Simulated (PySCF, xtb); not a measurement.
silylarsine (AsH5Si), SMILES [SiH3][AsH2].

Harmonic wavenumbers (cm⁻¹) from xtb with GFN2-xTB at its own minimum, in rising order: 82, 370, 432, 440, 649, 674, 788, 798, 813, 1010, 1912, 1915, 2202, 2210, 2214.

Task: What does PBE0-D3(BJ)/def2-TZVP in PySCF give at its own minimum? (An estimate is asked for; the answer gives what the named calculation found.)

Result: 153, 361, 437, 454, 670, 721, 887, 937, 946, 984, 2206, 2216, 2220, 2234, 2235. Paired by order, the mean absolute difference is 81 cm⁻¹ and the zero-point energies are 23.6 and 25.2 kcal/mol.
